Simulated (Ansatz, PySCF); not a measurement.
This PySCF input computes a PBE0/def2-TZVPD energy:

```python
from pyscf import gto, scf, dft

mol = gto.M(
    atom='''
    C    -0.85208634    1.49722133   -0.49992816
    Si    0.07565165    0.12676904    0.40473674
    C     1.72449326   -0.21027040   -0.44672178
    C    -0.96656082   -1.44472407    0.44292613
    H    -1.05596177    1.19660396   -1.53375066
    H    -1.80792943    1.71509203   -0.02038040
    H    -0.27058029    2.42031245   -0.52861970
    H     2.28341453   -0.99622958    0.06410586
    H     1.55674693   -0.53483042   -1.47979822
    H     2.34881167    0.68444910   -0.47452926
    H    -1.17204142   -1.78659375   -0.57767556
    H    -1.92430601   -1.27573663    0.93814032
    H    -0.45235402   -2.25119489    0.96853613
    ''',
    basis='def2-tzvpd',
    charge=0,
    spin=1,
    verbose=4,
)

mf = dft.UKS(mol, xc='pbe0').density_fit(auxbasis='def2-universal-jkfit')
mf.grids.level = 3
mf.conv_tol = 1e-9
mf.max_cycle = 100
mf.max_memory = 1500
mf.kernel()
if not mf.converged:
    mf = mf.newton()
    mf.kernel(mf.make_rdm1())
for _ in range(2):
    mo, _, stable, _ = mf.stability(return_status=True)
    if stable:
        break
    mf.kernel(mf.make_rdm1(mo, mf.mo_occ))
mf.analyze()
```

Task: Write an input for the same energy in Ansatz (a first-principles code) and say what it gives.

Result: 
Ansatz 0.2 input:
```yaml
crystal:
  periodic: [false, false, false]
  atoms:
    - {symbol: C, position_ang: [-0.85208634, 1.49722133, -0.49992816]}
    - {symbol: Si, position_ang: [0.07565165, 0.12676904, 0.40473674]}
    - {symbol: C, position_ang: [1.72449326, -0.21027040, -0.44672178]}
    - {symbol: C, position_ang: [-0.96656082, -1.44472407, 0.44292613]}
    - {symbol: H, position_ang: [-1.05596177, 1.19660396, -1.53375066]}
    - {symbol: H, position_ang: [-1.80792943, 1.71509203, -0.02038040]}
    - {symbol: H, position_ang: [-0.27058029, 2.42031245, -0.52861970]}
    - {symbol: H, position_ang: [2.28341453, -0.99622958, 0.06410586]}
    - {symbol: H, position_ang: [1.55674693, -0.53483042, -1.47979822]}
    - {symbol: H, position_ang: [2.34881167, 0.68444910, -0.47452926]}
    - {symbol: H, position_ang: [-1.17204142, -1.78659375, -0.57767556]}
    - {symbol: H, position_ang: [-1.92430601, -1.27573663, 0.93814032]}
    - {symbol: H, position_ang: [-0.45235402, -2.25119489, 0.96853613]}
basis:
  gaussian:
    orbitals: def2-TZVPD
hamiltonian:
  xc: {name: PBE0}
magnetization: {spin_polarized: true, initial_magnetization: 1}
output: {forces: true}
```
It gives -408.98910 Eh, and PySCF -408.98920 Eh, a difference of 0.10 mEh, from the treatment of integrals and grids.

It need not be the lowest isomer of its formula.
